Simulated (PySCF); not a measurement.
PySCF input file for CH₅F₃Si₂, SMILES F[Si@H]([SiH](F)F)C, SMD-B3LYP/def2-SVP. The structure is a stationary point at PBE0-D3(BJ)/def2-SVP. The structure was generated by enumeration; whether it is a known compound was not checked. One conformer was computed; it need not be the lowest.

```python
import numpy as np
from pyscf import gto, scf, dft
from pyscf.solvent import smd

mol = gto.M(
    atom='''
    C    -2.19084826    0.87202200   -0.69419844
    Si   -0.96596619   -0.49897903   -0.39515551
    F    -1.56128297   -1.53183887    0.72337593
    Si    1.03827773    0.36049990    0.46169919
    F     1.47610861    1.57294720   -0.52582668
    F     2.21327372   -0.75183755    0.39275208
    H    -3.13156312    0.47577921   -1.10630659
    H    -2.42147859    1.41303503    0.23610856
    H    -1.77292264    1.59195362   -1.41621692
    H    -0.69996539   -1.27537371   -1.64087043
    H     1.00576370    0.89774465    1.84815277
    ''',
    basis='def2-SVP',
    charge=0,
    spin=0,
    max_memory=1600,
    verbose=3,
)
mf = dft.RKS(mol, xc='b3lyp').density_fit(auxbasis='def2-universal-jkfit')
mf.grids.level = 3
mf.conv_tol = 1e-9
mf.max_cycle = 100
mf.kernel()
res = {}
for name in ['water', 'toluene', 'diethylether']:
    s = mf.SMD()
    s.with_solvent.solvent, s.with_solvent.sasa_ng = name, 194
    s.kernel(mf.make_rdm1())
    res[name] = (s.e_tot, s.with_solvent.get_cds(), s.dip_moment(), s.mo_energy, s.converged)
    print(f'SMD {name}: dG(solv) = {(s.e_tot - mf.e_tot) * 627.509474:.3f} kcal/mol, of which CDS {res[name][1] * 627.509474:.3f}')
```

Output:

```
converged SCF energy = -919.399925291411
converged SCF energy = -919.399570832525
Dipole moment(X, Y, Z, Debye): -2.14668,  1.50067, -0.40881
SMD water: dG(solv) = 0.222 kcal/mol, of which CDS 4.891
converged SCF energy = -919.403192597532
Dipole moment(X, Y, Z, Debye): -1.96483,  1.30318, -0.40245
SMD toluene: dG(solv) = -2.050 kcal/mol, of which CDS 0.189
converged SCF energy = -919.405086852352
Dipole moment(X, Y, Z, Debye): -2.04066,  1.37740, -0.40963
SMD diethylether: dG(solv) = -3.239 kcal/mol, of which CDS -0.021
```

The calculation finished and met its thresholds.

Cost: about 60 core-seconds (a rough figure).
